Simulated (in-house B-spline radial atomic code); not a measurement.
Radial electron density of Tc2+, [Kr] 4d5. Level of theory: scalar-relativistic (X2C) B97-1, spin-polarised, spherical fractional occupations, exact exchange averaged over the configuration, Fermi nucleus of rms radius 4.41117 fm; calculated with an all-electron radial atomic-structure program (B-spline basis).

One-electron X2C: radii and densities carry no picture-change correction, so inner-shell <1/r> comes out high (for 1s by about 2 % at Z = 33, 5 % at 54, 10 % at 75, 30 % at 118) and <r> low.

Columns: r (bohr), 4πr²n(r) (electrons per bohr), bar.

```
 0.00126    1.845 #
 0.00154    2.565 ##
 0.00188    3.543 ##
  0.0023    4.881 ###
 0.00281    6.664 ####
 0.00343    9.006 ######
 0.00419    12.05 ########
 0.00512    15.93 ##########
 0.00625    20.68 #############
 0.00763    26.32 #################
 0.00932     32.7 #####################
  0.0114     39.5 ##########################
  0.0139    45.89 ##############################
   0.017    51.19 #################################
  0.0207    54.26 ###################################
  0.0253    54.57 ####################################
  0.0309    52.19 ##################################
  0.0377    48.51 ################################
  0.0461    46.05 ##############################
  0.0563    47.54 ###############################
  0.0687    53.83 ###################################
  0.0839    62.37 #########################################
   0.102    67.55 ############################################
   0.125    64.72 ##########################################
   0.153    54.49 ###################################
   0.187    44.78 #############################
   0.228    43.35 ############################
   0.278    49.04 ################################
    0.34    52.13 ##################################
   0.415     44.5 #############################
   0.507    29.29 ###################
   0.619    16.79 ###########
   0.756     12.4 ########
   0.923    12.74 ########
    1.13    12.13 ########
    1.38    9.069 ######
    1.68    5.401 ####
    2.05    2.636 ##
    2.51    1.054 #
    3.06   0.3529 
    3.74   0.0922 
    4.56  0.01756 
    5.57 0.002032
```

On this grid the curve has 4 maxima, near 0.0253, 0.102, 0.34, 0.923 bohr.

The 4d up radial function P(r) = rR(r), positive near the nucleus:

```tsv
r (bohr)	P
0.0139	0.001403
0.0207	0.004103
0.0309	0.01162
0.0461	0.03096
0.0687	0.07539
0.102	0.1608
0.153	0.2903
0.228	0.395
0.34	0.3328
0.507	-0.006434
0.756	-0.5062
1.13	-0.8259
1.68	-0.7493
2.51	-0.4172
3.74	-0.1344
5.57	-0.02015
```
